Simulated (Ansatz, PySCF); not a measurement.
Torsion H3–B1–Se2–H5 in BH3Se (SMILES B[SeH]); at each angle all else is relaxed with GFN2-xTB, and the levels are single points there.
Geometry at 180° (charge 0, multiplicity 1):
| atom | x (Å) | y (Å) | z (Å) |
|---|---|---|---|
| B | -0.6336 | -0.0105 | 0.0720 |
| Se | 1.0865 | -0.6531 | 0.4093 |
| H | -1.4427 | -0.7900 | -0.2474 |
| H | -0.8825 | 1.1241 | 0.1785 |
| H | 1.7585 | 0.5782 | 0.7614 |

Quantity: the energy at 270° less that at 180°.

On the grid 0° to 330°, 270° is the highest and 180° the lowest point at CCSD(T)/CBS(cc-pVTZ, cc-pVQZ).

Frozen-core correlation. Filled d and f shells under p-block atoms count as core. CBS: X⁻³ extrapolation of the correlation energy, Hartree–Fock from the larger set.

Codes used: Ansatz (Gaussian basis) for Hartree–Fock, density functionals and correlated methods; PySCF for the dispersion terms. Values without a source in brackets are computed.

Costs are ratios of core time to PBE/def2-TZVPP (roughly 1.4 s), for whole runs (searches for the state included, and forces where a run took them) on one shared machine, so rough; each difference counts from 19.46 kcal/mol (CCSD(T)/CBS(cc-pVTZ, cc-pVQZ), a level with limits of its own).

```csv
level,basis functions,cost
SVWN5/def2-TZVPP,121,×0.8
PBE/def2-TZVPP,121,×1
BLYP-D3(BJ)/def2-TZVPP,121,×1
CCSD(T)/cc-pVDZ,56,×1
PBE0/def2-TZVPP,121,×1
PBE0-D3(BJ)/def2-TZVPP,121,×1
B3LYP/def2-TZVPP,121,×1
r2SCAN/def2-TZVPP,121,×2
r2SCAN-D3(BJ)/def2-TZVPP,121,×2
wB97M-V/def2-TZVPP,121,×4
CCSD(T)/cc-pVTZ,115,×6
CCSD(T)/cc-pVQZ,213,×200
```

Task: Which is the cheapest listed level whose difference stays within 0.25 kcal/mol?

Result: wB97M-V/def2-TZVPP (0.18 kcal/mol, cost ×4).

Task: With a budget of 30 times the cost of PBE/def2-TZVPP, which level comes closest?

Result: wB97M-V/def2-TZVPP, at 0.18 kcal/mol; next is CCSD(T)/cc-pVTZ at 0.33 kcal/mol.

Task: With a budget of 10 times the cost of PBE/def2-TZVPP, which level comes closest?

Result: wB97M-V/def2-TZVPP, at 0.18 kcal/mol; next is CCSD(T)/cc-pVTZ at 0.33 kcal/mol.

Task: What does the step from CCSD(T)/cc-pVTZ to CCSD(T)/cc-pVQZ cost and buy?

Result: 115 to 213 functions, cost ×40 (rough); the difference goes from 0.33 to 0.11 kcal/mol.

Each difference (kcal/mol): SVWN5/def2-TZVPP 3.74; PBE/def2-TZVPP 2.26; BLYP-D3(BJ)/def2-TZVPP 1.50; CCSD(T)/cc-pVDZ 1.41; PBE0/def2-TZVPP 1.09; PBE0-D3(BJ)/def2-TZVPP 1.09; B3LYP/def2-TZVPP 0.73; r2SCAN/def2-TZVPP 1.72; r2SCAN-D3(BJ)/def2-TZVPP 1.72; wB97M-V/def2-TZVPP 0.18; CCSD(T)/cc-pVTZ 0.33; CCSD(T)/cc-pVQZ 0.11.

Ansatz is a first-principles code.
